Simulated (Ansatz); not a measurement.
Cost and result for the atomization energy of `B[CH2][Al]([CH3])[CH3]` (15 atoms, 14 bonds).

Cartesian coordinates in Å:
```
B -0.638 1.656 -1.468
C 0.369 1.623 -0.354
Al 0.160 -0.263 0.288
C -0.921 -0.561 1.883
C 1.113 -1.693 -0.631
H -0.346 1.289 -2.574
H -1.785 1.944 -1.252
H 0.156 2.200 0.550
H 1.429 1.630 -0.629
H -0.374 -0.242 2.779
H -1.843 0.027 1.858
H -1.187 -1.611 2.026
H 1.870 -1.323 -1.327
H 0.404 -2.291 -1.217
H 1.595 -2.383 0.067
```

Charge 0, multiplicity 1. The geometry is a stationary point of PBE0-D4/def2-TZVP. It is one conformer, not always the lowest. Program: Ansatz. All runs use 4 threads of an Arm Neoverse V1 on a shared host. Times are those of one run each, without the atoms' runs, and a repeat can differ threefold. Electronic energies, without spin–orbit coupling; frozen cores. CCSD(T)/CBS adds CCSD(T) − MP2 in def2-TZVPP to the MP2 limit, and its time is that of the two runs behind it. T1 = 0.011. B3LYP takes the VWN-RPA correlation (the form of Gaussian; ORCA's B3LYP/G).

CCSD(T)/CBS is a level of theory with its own doubt, some kJ/mol a heavy atom from the limit and from the frozen cores, so smaller differences don't rank the functionals.

```json
{"level": "PBE-D4/def2-TZVPP (with forces)", "functions": "306", "wall time": "3.6 s", "atomization (kcal/mol)": "1323.3", "difference from CCSD(T)/CBS": "15.3", "per bond": "1.1"}
{"level": "PBE0-D4/def2-TZVPP", "functions": "306", "wall time": "4.1 s", "atomization (kcal/mol)": "1314.0", "difference from CCSD(T)/CBS": "6.0", "per bond": "0.4"}
{"level": "r2SCAN-D4/def2-TZVPP (with forces)", "functions": "306", "wall time": "7 s", "atomization (kcal/mol)": "1317.4", "difference from CCSD(T)/CBS": "9.4", "per bond": "0.7"}
{"level": "B3LYP-D4/def2-TZVPP (with forces)", "functions": "306", "wall time": "7 s", "atomization (kcal/mol)": "1312.5", "difference from CCSD(T)/CBS": "4.5", "per bond": "0.3"}
{"level": "B2PLYP/def2-TZVPP", "functions": "306", "wall time": "8 s", "atomization (kcal/mol)": "1298.6", "difference from CCSD(T)/CBS": "-9.4", "per bond": "-0.7"}
{"level": "ωB97X-V/def2-TZVPP", "functions": "306", "wall time": "11 s", "atomization (kcal/mol)": "1311.8", "difference from CCSD(T)/CBS": "3.8", "per bond": "0.3"}
{"level": "ωB97M-V/def2-TZVPP (with forces)", "functions": "306", "wall time": "17 s", "atomization (kcal/mol)": "1315.1", "difference from CCSD(T)/CBS": "7.1", "per bond": "0.5"}
{"level": "MP2/def2-QZVPP", "functions": "598", "wall time": "34 s", "atomization (kcal/mol)": "1306.5", "difference from CCSD(T)/CBS": "-1.5", "per bond": "-0.1"}
{"level": "CCSD(T)/def2-TZVPP", "functions": "306", "wall time": "16 min", "atomization (kcal/mol)": "1281.6", "difference from CCSD(T)/CBS": "-26.4", "per bond": "-1.9"}
{"level": "CCSD(T)/CBS(def2)", "functions": "–", "wall time": "16 min", "atomization (kcal/mol)": "1308.0", "difference from CCSD(T)/CBS": "0.0", "per bond": "0.0"}
```

From PBE to PBE0 (25 % exact exchange), in def2-TZVPP and without D4, the atomization energy moves by −8.4 kcal/mol: exact exchange takes away binding that semilocal exchange gives to molecules. The D4 term adds +9.9 kcal/mol with B3LYP and +5.3 kcal/mol with PBE0; it sums over pairs of atoms, weighted by their polarisabilities, and B3LYP, whose exchange is more repulsive, gets the larger term. In def2-TZVPP, CCSD(T) changes the Hartree–Fock value by +269.1 kcal/mol (the triples alone add +13.5 kcal/mol) and MP2 by +278.4 kcal/mol; breaking electron pairs costs correlation energy, which Hartree–Fock lacks.
